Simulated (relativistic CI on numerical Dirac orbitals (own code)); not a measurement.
# Hyperfine structure of Yb LXV, mass number 171

Method of calculation: Dirac-Coulomb-Breit CI, orbitals from a KLI potential per configuration, a model potential for QED, unscaled Slater integrals (own radial code, finite nucleus).

Configuration list (outside the closed core 1s2): 2s²2p², 2s2p³, 2p⁴, 2p³3s, 2p³3p, 2p³3d, 2s²2p3s, 2s²2p3p, 2s²2p3d, 2s2p²3s, 2s2p²3p, 2s2p²3d, 2s²2p4s, 2s²2p4p, 2s²2p4d, 2s²2p4f. Levels of other configurations are missing.

Nuclear spin I = 1/2, μ = 0.4923 μN (tables of Stone and Pyykkö). The electronic factors are computed for point nuclear moments, without core polarisation or the Bohr-Weisskopf and QED corrections.

| Level | E (eV) | A (GHz) |
| --- | --- | --- |
| 2s²2p² ³P1 | 1091.84 | -580.8 |
| 2s²2p² ¹D2 | 1110.08 | 1983 |
| 2s²2p² ³P2 | 2223.03 | 710.8 |
| 2s2p³ ⁵S°2 | 2433.11 | 3612 |
| 2s2p³ ³D°3 | 2476.81 | 4467 |
| 2s2p³ ³S°1 | 2555.63 | -4175 |
| 2s2p³ ¹D°2 | 2565.47 | -318.5 |
| 2s2p³ ³P°1 | 2569.26 | 11190 |

Levels with J = 0, under 50 % of one LS term, or S terms without an open s electron are left out. Small factors come from cancelling terms and can be off by tens of per cent or more.

At this charge energies of transitions that change n are usually good to better than 1 %, and those within a shell (Δn = 0) to a few per cent.

**Question.** Give the hyperfine levels of 2s²2p² ¹D2 relative to its centre of gravity.

**Answer.** With K = F(F + 1) − I(I + 1) − J(J + 1), E = AK/2: F = 3/2: -2974, F = 5/2: 1983 GHz.

LS names give the leading component of a level, which can be under half, so a name can repeat, a term be missing and a line seem to break the LS rules.
